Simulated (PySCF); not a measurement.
A structure optimised at B3LYP-D3(BJ)/def2-SVP, used in a PySCF frequency run:

```
In
F 1 1.9720
O 1 1.9882 2 117.08
H 3 0.9692 1 109.80 2 0.00
O 1 1.9882 2 117.08 4 180.00
H 5 0.9692 1 109.80 2 0.00
```
Charge 0, spin multiplicity 1.

### Question
Write its SMILES, formula and point group.

### Answer
[OH][In]([OH])[F], FH2InO2, C2v

### Question
What are its rotational constants (standard atomic weights)?

### Answer
5.0624, 4.4861, 2.3784 GHz
